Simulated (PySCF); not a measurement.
## Germanium: a sound run and one with changed settings

Sound run: Ge(2+) [Ar] 3d10 4s2, Ge(3+) [Ar] 3d10 4s1. Calculation: PySCF 2.14, in pcseg-2 (6s5p3d1f, 43 functions); the non-relativistic Hamiltonian (point nucleus). In the sound run the correlated levels freeze [Ar] 3d10. The sound run starts from symmetry-adapted Hartree-Fock orbitals and uses a fine grid where one is needed.

A second run was set up differently.

| species | method | sound run (hartree) | changed run (hartree) | converged |
| --- | --- | --- | --- | --- |
| Ge(2+) | UHF | -2074.49794 | -2050.96627 | yes |
| Ge(2+) | LDA | -2072.93432 | -2048.73807 | yes |
| Ge(2+) | TPSS | -2076.05317 | -2052.08115 | yes |
| Ge(2+) | MP2 | -2074.52661 | -2050.98943 | yes |
| Ge(2+) | CCSD(T) | -2074.53787 | -2051.00509 | yes |
| Ge(3+) | UHF | -2073.33328 | -2049.87028 | yes |
| Ge(3+) | LDA | -2071.67582 | -2047.58265 | yes |
| Ge(3+) | TPSS | -2074.82115 | -2050.93700 | yes |

Ionisation energy of Ge(2+):

| method | sound run (eV) | changed run (eV) |
| --- | --- | --- |
| UHF | 31.692 | 29.823 |
| LDA | 34.246 | 31.441 |
| TPSS | 33.525 | 31.134 |
| MP2 | 32.472 | 30.454 |
| SCS-MP2 | 32.628 | 30.580 |
| CCSD | 32.779 | 30.880 |
| CCSD(T) | 32.779 | 30.880 |
| CCSDT | 32.779 | 30.880 |
| FCI | 32.779 | 30.880 |

What was changed?
A. angular grid far too coarse
B. minimal basis
C. all electrons correlated in a valence basis
D. radial grid too coarse

B. It used basis STO-3G. A minimal basis cannot let orbitals breathe on ionisation and holds almost no correlation.
